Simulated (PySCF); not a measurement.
# Debugging a PySCF script (SbH)

```python
from pyscf import gto, scf, mp

mol = gto.M(
    atom='Sb 0 0 0; H 0 0 1.938',
    basis='ano-rcc-vdzp',
    charge=0,
    spin=2,
    symmetry=True,
    verbose=4,
)
mf = scf.UHF(mol)
mf = mf.sfx2c1e()
mf.max_cycle = 1
mf.kernel()
mp.MP2(mf).kernel()
mf.dip_moment()
print('orbital energies (hartree):', [e[max(0, n-3):n+3].round(4) for e, n in zip(mf.mo_energy, mol.nelec)])
```

```bash
$ OMP_NUM_THREADS=1 python input.py
```

The log, shortened:

```
[earlier lines left out]
SCF conv_tol = 1e-09
SCF conv_tol_grad = None
SCF max_cycles = 1
direct_scf = True
direct_scf_tol = 1e-13
number electrons alpha = 27  beta = 25

******** <class 'pyscf.x2c.sfx2c1e.SpinFreeX2CHelper'> ********
approx = 1e
xuncontract = 1
Freeze 0 electrons in irreps []
    52 free electrons in irreps A1 E1x E1y E2x E2y E3x E3y
Set gradient conv threshold to 3.16228e-05
init E= -6478.11751391255

cycle= 1 E= -6478.46176933588  delta_E= -0.344  |g|=  0.1  |ddm|= 1.32
SCF not converged.
SCF energy = -6478.46176933588 after 1 cycles  <S^2> = 2  2S+1 = 3

******** <class 'pyscf.mp.ump2.UMP2'> ********
nocc = (np.int64(27), np.int64(25)), nmo = (48, 48)
Init E(MP2) = -0.47801024990413
cycle = 1  E_corr(MP2) = -0.477202585752877  dE = 0.000807664151  norm(t2) = 0.00665987
cycle = 2  E_corr(MP2) = -0.477262610276012  dE = -6.00245231e-05  norm(t2) = 0.000363358
cycle = 3  E_corr(MP2) = -0.477260221206722  dE = 2.38906929e-06  norm(t2) = 2.31985e-05
cycle = 4  E_corr(MP2) = -0.477260242593804  dE = -2.13870817e-08  norm(t2) = 4.04777e-07
E(UMP2) = -6478.93902957848  E_corr = -0.477260242593804
E(SCS-UMP2) = -6478.88329371742  E_corr = -0.42152438153399
E_corr(same-spin) = -0.174447587975279
E_corr(oppo-spin) = -0.302812654618525
Dipole moment(X, Y, Z, Debye): -0.00000,  0.00000, -0.32115
orbital energies (hartree): [array([-0.3165, -0.1521, -0.1521,  0.039 ,  0.295 ,  0.3672]), array([-1.6193, -0.6726, -0.3165, -0.1521, -0.1521,  0.039 ])]
```

Task: Which setting is at fault, why, and what does a mended input give?

Result: The cycle limit (1): the limit is below the number of cycles that the SCF needs. With this edit
```diff
- mf.max_cycle = 1
```
the run finishes: E(SCF) = -6478.474970 Eh, 11 cycles, E(MP2) − E(SCF) = -0.47218 Eh, ⟨S²⟩ = 2.033, μz(SCF) = -0.58 D.

The bond length is a typed value, not an optimised one. No search for the lowest solution was made.
